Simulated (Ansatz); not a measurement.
```yaml
atoms:
  - { symbol: Ge, position_ang: [0.0000, 0.0000, 0.0000] }
  - { symbol: H, position_ang: [0.8875, 0.8875, 0.8875] }
  - { symbol: H, position_ang: [0.8875, -0.8875, -0.8875] }
  - { symbol: H, position_ang: [-0.8875, 0.8875, -0.8875] }
  - { symbol: H, position_ang: [-0.8875, -0.8875, 0.8875] }
```

Basis set: 6-31G* (spherical functions). Frozen core: 9 orbitals. Charge 0, multiplicity 1.

Computed with Ansatz (development build ahead of 0.2.0); each method stands on the lowest determinant of its kind that the runs found. Restricted open shells among the atoms or ions are ROHF, correlated in semicanonical orbitals with singles.

The atomization energy at this shape (free ground-state atoms in the same class of orbitals less the molecule, no zero-point energy) of singlet GeH4:

```json
{"method": "RHF-MP2", "atomization energy": "10.79 eV"}
```

(1) What does RHF give?

## Answers

(1) 9.61 eV.
